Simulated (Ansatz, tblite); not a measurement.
Cost and result up the ladder for (Br2Ga-mu-SH)3 (Ga₃H₃S₃Br₆) (15 atoms). Total charge 0; singlet. Geometry: r2SCAN-D4/def2-SVP.

```xyz
15

Ga   -1.3591   -0.2792    1.5101
Br    0.3237   -1.2926    2.7329
Br   -3.3428    0.1688    2.5627
S    -1.7245   -1.7667   -0.2755
Ga    0.0188   -1.3532   -1.8660
Br   -0.7198    0.4515   -3.0839
Br    0.4580   -3.3552   -2.8796
S     1.9597   -0.7054   -0.6815
Ga    1.6495    1.5364    0.0056
Br    2.1489    2.9097   -1.7502
Br    2.7508    1.8292    1.9994
S    -0.6906    1.7387    0.4743
H    -2.6208   -0.9913   -0.9361
H     1.6455   -1.2585    0.5271
H    -0.4972    2.3678    1.6608
```

Ansatz on 2 threads of AMD EPYC 7R13 on a shared host and a share (18 GiB) of an NVIDIA H100 80GB HBM3; xTB runs through tblite on one thread. Times are rough, summed over both states, and most runs start from the orbitals of an earlier one. PBE0-D4/def2-TZVP serves as the yardstick here, not as an exact answer. The other state is a doublet.

The xTB rows come from tblite. Single mean-field runs in def2-TZVP are fitted with def2-universal-jkfit. HOMO above LUMO, or a gap near zero within one spin, warns that the state may not be the lowest or that an electron is smeared out.

Raw xTB energies of ions are shifted by several eV.

| level | functions | wall time | vertical IE (eV) | difference from PBE0-D4/def2-TZVP (eV) | remarks |
| --- | --- | --- | --- | --- | --- |
| GFN1-xTB | 114 | 0.17 s | 13.52 | 3.79 | – |
| GFN2-xTB | 111 | 0.28 s | 14.49 | 4.76 | – |
| PBE-D4/def2-TZVP | 561 | 51 s | 8.97 | -0.76 | gap within one spin near zero (+1 doublet) |
| revPBE-D4/def2-TZVP (with forces) | 561 | 55 s | 8.92 | -0.81 | gap within one spin near zero (+1 doublet) |
| PBE0-D4/def2-TZVP (with forces) | 561 | 77 s | 9.73 | 0.00 | – |
